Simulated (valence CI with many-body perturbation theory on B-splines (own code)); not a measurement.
**E1 line list for La42+**

Calculated by configuration interaction combined with many-body perturbation theory (CI+MBPT): five valence electrons over a frozen Dirac-Fock core [Ne], radial functions for each j: 11 s, 11 p, 10 d, 8 f, 5 g, 2 h, with the one-electron correlation potential Σ1, the two-electron term Σ2, the three-electron term Σ3, Breit, model QED; selected CI, second order for the rest, scaled by the run's own slope (own B-spline code, finite nucleus).

The last digits are not significant, and no measured levels were compared; by estimate large intervals hold to a few tenths of a per cent, small ones and those within an open d or f shell to about a per cent. Among the levels kept, up to 3200 cm⁻¹ of a level comes from second order outside the variational space, and about a tenth of that is noise between levels of different J, which matters for small intervals.

Lines 101 to 150 of 568 in falling wavelength, among levels below 46.088 Ry, chosen from the strongest by gf and those to the six lowest levels. Wavelengths and rates use the calculated energies. Electric multipoles are in the length gauge, E1 and E2 with the static RPA response of the core. Weak lines are less certain than strong ones. Lines between different terms over intervals too small for the method are left out, as are lines whose strength nearly cancels. The highest levels of a list are the least certain.

Levels are named by their leading jj configuration (3d3/2^4 stands for four electrons in 3d with j = 3/2), which in mixed levels can hold well under half, so a name can repeat and another be missing. Letters in brackets count levels of one name in rising energy.

```
λ vac (nm)                               Upper                               Lower   A (s⁻¹)  log gf  Branch %
     6.325          (3s^2 3p1/2 3d5/2^2) J=7/2  (3s^2 3p1/2 3p3/2 3d5/2) J=5/2 [b]  9.72e+10   -0.33      28.7
     6.298      (3s 3p1/2^2 3p3/2 3d5/2) J=1/2          (3s 3p1/2^2 3p3/2^2) J=1/2  9.13e+10   -0.96      77.0
     6.288  (3s^2 3p1/2 3p3/2 3d3/2) J=3/2 [b]          (3s^2 3p1/2 3p3/2^2) J=3/2  5.26e+08   -2.90       0.1
     6.287          (3s 3p1/2^2 3d5/2^2) J=5/2  (3s 3p1/2^2 3p3/2 3d5/2) J=7/2 [a]  1.82e+10   -1.19      11.0
     6.285  (3s 3p1/2^2 3d3/2 3d5/2) J=7/2 [a]  (3s 3p1/2^2 3p3/2 3d3/2) J=5/2 [a]  4.97e+10   -0.63      64.4
     6.282  (3s^2 3p1/2 3p3/2 3d5/2) J=3/2 [b]          (3s^2 3p1/2 3p3/2^2) J=1/2  4.41e+10   -0.98      34.3
     6.259            (3s 3p3/2^3 3d3/2) J=7/2      (3s^2 3p3/2^2 3d5/2) J=5/2 [b]  9.90e+10   -0.33      12.1
     6.246  (3s^2 3p1/2 3d3/2 3d5/2) J=7/2 [b]  (3s^2 3p1/2 3p3/2 3d3/2) J=5/2 [b]  1.65e+10   -1.11       3.4
     6.234      (3s^2 3p3/2 3d5/2^2) J=7/2 [a]          (3s^2 3p3/2^2 3d5/2) J=9/2  2.11e+10   -1.01       7.3
     6.231  (3s 3p1/2 3p3/2^2 3d5/2) J=5/2 [c]            (3s 3p1/2 3p3/2^3) J=5/2  2.07e+10   -1.14       4.7
     6.228  (3s 3p1/2 3p3/2^2 3d5/2) J=1/2 [c]            (3s 3p1/2 3p3/2^3) J=1/2  6.07e+10   -1.15      11.2
     6.228  (3s 3p1/2 3p3/2^2 3d5/2) J=1/2 [c]        (3s 3p1/2 3p3/2^3) J=3/2 [b]  4.59e+10   -1.27       8.5
     6.227      (3s^2 3p1/2 3p3/2 3d5/2) J=1/2          (3s^2 3p1/2 3p3/2^2) J=1/2  7.04e+10   -1.09      37.4
     6.226  (3s 3p1/2^2 3p3/2 3d5/2) J=7/2 [a]          (3s 3p1/2^2 3p3/2^2) J=5/2  6.94e+10   -0.49      65.1
     6.216  (3s^2 3p3/2 3d3/2 3d5/2) J=3/2 [b]      (3s^2 3p3/2^2 3d3/2) J=3/2 [b]  7.69e+10   -0.75       8.2
     6.201          (3s 3p1/2^2 3d5/2^2) J=5/2  (3s 3p1/2^2 3p3/2 3d5/2) J=3/2 [a]  2.11e+10   -1.14      12.8
     6.196  (3s 3p1/2 3p3/2^2 3d5/2) J=9/2 [a]  (3s^2 3p1/2 3p3/2 3d5/2) J=7/2 [a]  1.59e+10   -1.04      23.7
     6.186  (3s 3p1/2^2 3p3/2 3d5/2) J=5/2 [b]          (3s 3p1/2^2 3p3/2^2) J=3/2  1.40e+11   -0.32      52.0
     6.182         (3s^2 3p3/2 3d5/2^2) J=11/2          (3s^2 3p3/2^2 3d5/2) J=9/2  9.90e+10   -0.17      57.8
     6.176  (3s 3p1/2 3p3/2^2 3d5/2) J=3/2 [d]        (3s 3p1/2 3p3/2^3) J=3/2 [b]  1.06e+11   -0.62      15.6
     6.161  (3s 3p1/2^2 3d3/2 3d5/2) J=5/2 [a]  (3s 3p1/2^2 3p3/2 3d3/2) J=3/2 [a]  5.26e+10   -0.75      61.0
     6.131          (3s^2 3p3/2 3d5/2^2) J=9/2          (3s^2 3p3/2^2 3d5/2) J=9/2  2.20e+10   -0.91      10.8
     6.125  (3s 3p1/2 3p3/2^2 3d5/2) J=9/2 [c]  (3s^2 3p1/2 3p3/2 3d5/2) J=7/2 [b]  9.44e+10   -0.28      42.6
     6.116  (3s 3p1/2^2 3p3/2 3d5/2) J=3/2 [b]          (3s 3p1/2^2 3p3/2^2) J=1/2  6.33e+10   -0.85      25.8
     6.110          (3s^2 3p1/2 3d5/2^2) J=5/2  (3s^2 3p1/2 3p3/2 3d5/2) J=5/2 [a]  3.88e+10   -0.88      18.9
     6.108          (3s^2 3p3/2 3d5/2^2) J=9/2          (3s^2 3p3/2^2 3d5/2) J=7/2  1.12e+11   -0.20      55.1
     6.094      (3s^2 3p3/2 3d5/2^2) J=3/2 [b]          (3s^2 3p3/2^2 3d5/2) J=3/2  6.77e+10   -0.82      10.9
     6.084  (3s^2 3p1/2 3p3/2 3d5/2) J=7/2 [b]          (3s^2 3p1/2 3p3/2^2) J=5/2  1.46e+11   -0.19     100.0
     6.081  (3s 3p1/2 3p3/2^2 3d5/2) J=5/2 [d]            (3s 3p1/2 3p3/2^3) J=5/2  1.91e+10   -1.20       9.3
     6.075  (3s 3p1/2^2 3d3/2 3d5/2) J=3/2 [a]  (3s 3p1/2^2 3p3/2 3d3/2) J=1/2 [a]  5.54e+10   -0.91      52.9
     6.070      (3s^2 3p3/2 3d5/2^2) J=7/2 [a]          (3s^2 3p3/2^2 3d3/2) J=5/2  4.06e+10   -0.75      14.0
     6.053      (3s^2 3p3/2 3d5/2^2) J=3/2 [a]      (3s^2 3p3/2^2 3d5/2) J=5/2 [a]  5.11e+10   -0.95      10.5
     6.039  (3s 3p1/2^2 3p3/2 3d3/2) J=5/2 [a]          (3s^2 3p1/2^2 3d3/2) J=3/2  4.82e+08   -2.80       2.9
     6.038  (3s 3p1/2 3p3/2^2 3d5/2) J=9/2 [b]  (3s^2 3p1/2 3p3/2 3d5/2) J=7/2 [a]  5.36e+10   -0.53      52.8
     6.037  (3s 3p1/2 3p3/2^2 3d3/2) J=5/2 [b]  (3s^2 3p1/2 3p3/2 3d3/2) J=3/2 [b]  4.72e+10   -0.81       7.2
     6.027      (3s^2 3p3/2 3d5/2^2) J=5/2 [b]      (3s^2 3p3/2^2 3d5/2) J=5/2 [a]  6.09e+10   -0.70      15.7
     6.024  (3s^2 3p3/2 3d3/2 3d5/2) J=5/2 [d]      (3s^2 3p3/2^2 3d3/2) J=3/2 [b]  1.23e+11   -0.40      16.9
     6.023  (3s^2 3p1/2 3p3/2 3d5/2) J=5/2 [b]          (3s^2 3p1/2 3p3/2^2) J=5/2  1.29e+10   -1.38       3.9
     6.021      (3s 3p1/2^2 3d3/2 3d5/2) J=9/2      (3s 3p1/2^2 3p3/2 3d3/2) J=7/2  9.71e+10   -0.28      72.8
     6.015          (3s 3p1/2^2 3d5/2^2) J=5/2  (3s 3p1/2^2 3p3/2 3d5/2) J=5/2 [a]  5.86e+10   -0.72      35.5
     6.015  (3s 3p1/2 3p3/2^2 3d3/2) J=7/2 [b]  (3s^2 3p1/2 3p3/2 3d5/2) J=5/2 [a]  2.81e+10   -0.91       6.4
     6.004  (3s 3p1/2 3p3/2^2 3d5/2) J=7/2 [e]            (3s 3p1/2 3p3/2^3) J=5/2  1.83e+11   -0.10      38.8
     5.999          (3s 3p1/2^2 3d5/2^2) J=3/2  (3s 3p1/2^2 3p3/2 3d5/2) J=3/2 [a]  4.39e+10   -1.02      29.7
     5.999  (3s 3p1/2 3p3/2^2 3d5/2) J=5/2 [f]        (3s 3p1/2 3p3/2^3) J=3/2 [b]  2.35e+11   -0.12      31.7
     5.996          (3s^2 3p3/2 3d5/2^2) J=1/2          (3s^2 3p3/2^2 3d5/2) J=1/2  1.94e+11   -0.68      37.2
     5.994  (3s 3p1/2^2 3p3/2 3d3/2) J=3/2 [a]          (3s^2 3p1/2^2 3d3/2) J=3/2  3.61e+09   -2.11      14.2
     5.989          (3s 3p1/2^2 3d5/2^2) J=7/2  (3s 3p1/2^2 3p3/2 3d5/2) J=5/2 [a]  2.03e+10   -1.06      14.0
     5.987          (3s^2 3p3/2 3d5/2^2) J=9/2          (3s^2 3p3/2^2 3d3/2) J=7/2  4.26e+10   -0.64      21.0
     5.985  (3s 3p1/2 3p3/2^2 3d5/2) J=3/2 [a]  (3s^2 3p1/2 3p3/2 3d5/2) J=3/2 [b]  2.33e+10   -1.30       5.0
     5.976  (3s 3p1/2 3p3/2^2 3d5/2) J=3/2 [b]        (3s 3p1/2 3p3/2^3) J=3/2 [a]  1.34e+11   -0.54      25.6
```
